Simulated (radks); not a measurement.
Ionisation of the beryllium ion Be2+, [He], to 1s1 as the strength of local exchange is varied. All-electron calculation, non-relativistic Kohn-Sham, Slater X-alpha exchange (alpha = 2/3 is LDA exchange), no correlation, spin-polarised, spherical densities, point nucleus. Program: a radial shooting solver on a logarithmic mesh with Libxc functionals.

alpha,E(Be2+) (hartree),exchange (hartree),IE (eV),-e of the level emptied (eV),<r> of it (bohr)
0.667,-13.29526,-1.92807,148.88,128.66 (1s),0.4219
0.785,-13.63885,-2.30226,153.10,134.12 (1s),0.4153
0.835,-13.78594,-2.46382,154.91,136.47 (1s),0.4125
0.867,-13.88054,-2.56815,156.07,137.98 (1s),0.4108
1.014,-14.31983,-3.05681,161.48,145.05 (1s),0.4031

NIST Atomic Spectra Database: 153.90 eV (theoretical). The Delta-SCF value meets it near alpha = 0.81.
